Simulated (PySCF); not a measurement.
Os(CO)3 (C₃O₃Os), SMILES [O+]#[C-]->[Os](<-[C-]#[O+])<-[C-]#[O+], multiplicity 1.

The structure is a stationary point at PBE0-D3(BJ)/def2-SVP. The spin state was assumed, not searched. The def2 effective core potentials stand for the cores of Os; spin–orbit coupling is left out.

Two levels are set side by side: TDDFT-PBE/def2-SVPD (PySCF) and TDDFT-PBE0/def2-SVPD (PySCF). Vertical, same geometry. The lowest singlet is HOMO→LUMO 100 % with PBE and HOMO→LUMO 99 % with the other functional; states are paired by order. Differences are taken from unrounded values.

```
quantity                              TDDFT-PBE0  TDDFT-PBE  TDDFT-PBE minus TDDFT-PBE0
------------------------------------  ----------  ---------  --------------------------
lowest singlet excitation (eV)              1.47       1.48                        0.00
lowest triplet excitation (TDA) (eV)        1.17       1.21                        0.04
```

Rough cost on one machine, each run with all the roots and properties that it gave: TDDFT-PBE0 against TDDFT-PBE about 4 times.
